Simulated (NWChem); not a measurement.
System: BaHSF; SMILES [F][Ba][SH]

NWChem input:

```
start job
memory heap 200 mb stack 900 mb global 1100 mb
geometry units angstroms noautoz
  Ba     0.270878     0.400202    -0.001699
  F     -1.508093     1.730982     0.001525
  S     -0.302115    -2.450058    -0.001715
  H      1.013418    -2.777467    -0.002747
end
basis spherical
  Ba library def2-svp
  F library def2-svp
  S library def2-svp
  H library def2-svp
end
ecp
  Ba library def2-ecp
end
dft
  xc xpbe96 cpbe96
  iterations 150
  mulliken
end
task dft energy
```

Coordinates come from a PBE0/def2-SVP optimisation. def2 effective core potentials on Ba; no spin-orbit coupling.

Task: Predict the main results of this run. (PBE/def2-SVP with def2 effective core potentials on Ba.) Quantities: energy (Ha); highest occupied level (eV); orbital gap (eV); dipole (D).

Result: The energy (Ha) is -523.76. The highest occupied level (eV) is -4.69. The orbital gap (eV) comes out as 2.43 and the dipole (D) is 7.81.
